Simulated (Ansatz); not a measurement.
Series SiCl3X: PBE0-D4/def2-SVP single points in Ansatz on relaxed structures, gas phase. Core potentials for I, no spin–orbit coupling. Binding counts from free atoms in the multiplicity of their measured ground term, without zero-point energy. The structures are stationary points that may keep the symmetry of their start.

```csv
species,atoms,state,geometry,HOMO (eV),LUMO (eV),gap (eV),binding per atom (eV),point group (within 0.1 Å)
SiICl3,5,singlet,PBE-D4/def2-SVP,-8.24,-1.67,6.57,3.04,C3v
SiHCl3,5,singlet,r2SCAN-D4/def2-SVP,-9.26,0.11,9.37,3.16,C3v
SiFCl3 (SiCl3F),5,singlet,PBE-D4/def2-SVP,-9.57,-0.43,9.14,3.64,C3v
SiBrCl3,5,singlet,r2SCAN-D4/def2-SVP,-9.02,-0.92,8.10,3.19,C3v
Si(OH)Cl3 (SiCl3OH),6,singlet,r2SCAN-D4/def2-SVP,-9.20,0.12,9.33,3.63,Cs
Si(SH)Cl3 (SiHSCl3),6,singlet,PBE0-D4/def2-SVP,-8.15,-0.36,7.79,3.24,Cs
Si(CN)Cl3 (SiCNCl3),6,singlet,PBE0-D4/def2-SVP,-9.81,-1.26,8.55,4.15,–
Si(CCH)Cl3 (C2HCl3Si),7,singlet,r2SCAN-D4/def2-SVP,-8.87,-0.89,7.98,4.16,–
Si(NH2)Cl3 (SiNCl3H2),7,singlet,PBE-D4/def2-SVP,-8.24,0.25,8.49,3.49,Cs
SiMeCl3 (CH3Cl3Si),8,singlet,PBE0-D4/def2-SVP,-9.03,0.54,9.56,3.68,C3v
Si(iPr)Cl3 (C3H7Cl3Si),14,singlet,PBE-D4/def2-SVP,-8.63,0.27,8.90,3.96,–
SiCl3(NiPr2) (C6H14Cl3NSi),25,singlet,r2SCAN-D4/def2-SVP,-6.95,0.56,7.51,4.09,–
```

The gap (eV) runs from 6.57 (SiICl3) to 9.56 (SiMeCl3).
